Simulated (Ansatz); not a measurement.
CH10BNSi2, SMILES `CBN([SiH3])[SiH3]`. Total charge 0; spin multiplicity 1. Geometry: relaxed with PBE0-D4/def2-TZVP. It is one conformer, not always the lowest.

```xyz
15

C     1.724    1.347   -0.605
B     0.412    1.032    0.184
N    -0.331   -0.178    0.155
Si   -1.770   -0.159    1.159
Si    0.025   -1.633   -0.745
H     2.101    0.554   -1.252
H     1.569    2.245   -1.215
H     2.515    1.619    0.103
H    -0.035    1.899    0.901
H    -1.417    0.011    2.590
H    -2.452   -1.470    0.979
H    -2.690    0.927    0.744
H     1.319   -1.512   -1.454
H    -1.054   -1.894   -1.733
H     0.085   -2.787    0.190
```

(1) What is the dipole moment at r2SCAN/def2-TZVPP? (An estimate is asked.)

(2) And with PBE, B3LYP, ωB97M-V? (An estimate is asked.)

(3) Give the Mulliken charges with r2SCAN, PBE, B3LYP in def2-TZVPP. (Estimate.)

Results:

(1) Ansatz gave: 0.40 D, with components (0.27, -0.16, -0.26) D in this frame, pointing from negative to positive charge.

(2) Computed: PBE 0.40 D, B3LYP 0.37 D, ωB97M-V 0.38 D.

(3) Computed: 
```tsv
atom	r2SCAN	PBE	B3LYP
C1	-0.24	-0.33	-0.31
B2	0.09	-0.01	0.02
N3	-0.24	-0.08	-0.19
Si4	0.33	0.23	0.31
Si5	0.32	0.21	0.29
H6	0.06	0.08	0.08
H7	0.07	0.10	0.09
H8	0.07	0.10	0.09
H9	-0.04	-0.02	-0.01
H10	-0.07	-0.05	-0.06
H11	-0.08	-0.06	-0.08
H12	-0.07	-0.05	-0.06
H13	-0.06	-0.05	-0.06
H14	-0.07	-0.05	-0.06
H15	-0.07	-0.05	-0.06
```

B3LYP here is the variant with VWN-RPA as its local correlation; programs differ in this.
